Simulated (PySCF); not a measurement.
## Correlation energy of Tb⁵³⁺ (terbium, charge +53)

Starting occupation: [Ne] 3s2. Calculation: PySCF 2.14, in an even-tempered Gaussian basis (18 s from 5.1 bohr⁻², ratio 2.6; 14 p from 6.6 bohr⁻², ratio 2.6; 6 d from 6.8 bohr⁻², ratio 2.8; 4 f from 94 bohr⁻², ratio 2.8); X2C-1e with screened-nucleus spin-orbit coupling, Gaussian nucleus. Frozen: 1s2; 10 electrons correlated; the 54 highest virtual spinors left out.

MP2 pair energies summed by pair of shells (mhartree):

```json
{"pair": "3s1/2-3s1/2", "energy": "-116.39", "share (%)": "23.8"}
{"pair": "2p1/2-2p3/2", "energy": "-102.16", "share (%)": "20.9"}
{"pair": "2p3/2-2p3/2", "energy": "-96.85", "share (%)": "19.8"}
{"pair": "2p3/2-3s1/2", "energy": "-43.95", "share (%)": "9.0"}
{"pair": "2p3/2-2s1/2", "energy": "-42.40", "share (%)": "8.7"}
{"pair": "2p1/2-2p1/2", "energy": "-24.04", "share (%)": "4.9"}
{"pair": "2p1/2-2s1/2", "energy": "-22.29", "share (%)": "4.6"}
{"pair": "2p1/2-3s1/2", "energy": "-19.40", "share (%)": "4.0"}
{"pair": "2s1/2-2s1/2", "energy": "-11.41", "share (%)": "2.3"}
{"pair": "2s1/2-3s1/2", "energy": "-9.62", "share (%)": "2.0"}
```

Total MP2 correlation energy: -488.50 mhartree.

The virtual space was cut to 56 spinors, which keep -431.04 of the -488.50 mhartree of MP2 correlation.

```json
{"level": "CCSD", "correlation energy (mhartree)": "-462.82"}
```

Diagnostics: T1 = 0.00012, largest double amplitude 0.083.

Cost of the coupled-cluster step: of the order of 14 core-seconds, for 10 occupied and 56 virtual spinors.

Iterations:

```
Init t2, MP2 energy = -0.431036773378302
CCSD nocc = 10, nmo = 66
Init t2, MP2 energy = -0.431036773378302
Init E_corr(GCCSD) = -0.431036773378302
cycle = 1  E_corr(GCCSD) = -0.453153628255429  dE = -0.0221168549  norm(t1,t2) = 0.0186626
cycle = 2  E_corr(GCCSD) = -0.459358948920523  dE = -0.00620532067  norm(t1,t2) = 0.00692694
cycle = 3  E_corr(GCCSD) = -0.462862548659558  dE = -0.00350359974  norm(t1,t2) = 0.00273462
cycle = 4  E_corr(GCCSD) = -0.462815600559094  dE = 4.69481005e-05  norm(t1,t2) = 9.17399e-05
cycle = 5  E_corr(GCCSD) = -0.462816156550395  dE = -5.55991301e-07  norm(t1,t2) = 2.91669e-06
cycle = 6  E_corr(GCCSD) = -0.46281599474338  dE = 1.61807015e-07  norm(t1,t2) = 1.01591e-07
cycle = 7  E_corr(GCCSD) = -0.462816003632062  dE = -8.8886819e-09  norm(t1,t2) = 1.10539e-08
GCCSD converged
E(GCCSD) = -8699.551910779728  E_corr = -0.4628160036320623
```

The coupled-cluster values are those of the cut space; adding the MP2 remainder, -57.46 mhartree, estimates the full space.

At this charge the one-electron X2C treatment keeps the bare 1/r₁₂, with no two-electron picture change or Breit term. The effect here is smaller than on the frozen 1s shell.
